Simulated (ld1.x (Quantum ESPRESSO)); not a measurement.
Building the PAW potential for scandium (Sc) (LDA (PZ), scalar-relativistic).

Sc, PAW, made with ld1.x (Quantum ESPRESSO) 7.5 (LDA (PZ), scalar-relativistic). Core [Ar], reference 3d1 4s2 4p0. Waves: 4s (bound): rcut 2.85, rcutus 3.55 bohr; 4s channel at 0.35 Ry: rcut 2.85, rcutus 3.55 bohr; 4p (bound, empty): rcut 2.55, rcutus 3.25 bohr; 4p channel at 0.5 Ry: rcut 2.55, rcutus 3.25 bohr; 3d (bound): rcut 1.50, rcutus 1.70 bohr; 3d channel at 0.8 Ry: rcut 1.50, rcutus 1.70 bohr. Local part: all-electron potential smoothed inside 3.30 bohr (lloc = -1). Core correction: Bessel-smoothed model core, default radius (core density twice the valence density). Augmentation charge: PSQ, inside the norm-conserving radii.

Question: Estimate the cutoffs (Ry, on a coarse ladder) from which the occupation-weighted sum of valence levels, in a spherical-Bessel basis at the reference potential, stays within 10 and 1 mRy of its value at 400 Ry.

Answer: 30 Ry and 35 Ry.

Question: What does a ghost test show?

Answer: No extra level below or beside the all-electron valence levels (s, p, d, f tested).

Question: Is the overlap operator S = 1 + Σ q|β⟩⟨β| positive definite (Bessel basis up to 400 Ry)?

Answer: Yes: its lowest eigenvalue is 0.40 (s channel).

Question: Which valence shell sets the plane-wave cutoff?

Answer: 3d: its level needs 35 Ry to come within 1 mRy, against 6 Ry for 4s.

Question: Tests: 3d1 4s1 4p0; 3d1 4s0 4p0; 3d1 4s1.5 4p0; 3d1 4s1 4p1; 3d0 4s2 4p1; 3d0 4s2 4p0; 3d2 4s0 4p0. Which has the largest error in its energy relative to the reference configuration, and how large is it?

Answer: 3d0 4s2 4p0, with -265 meV (all-electron minus pseudo) on +8.61 eV.
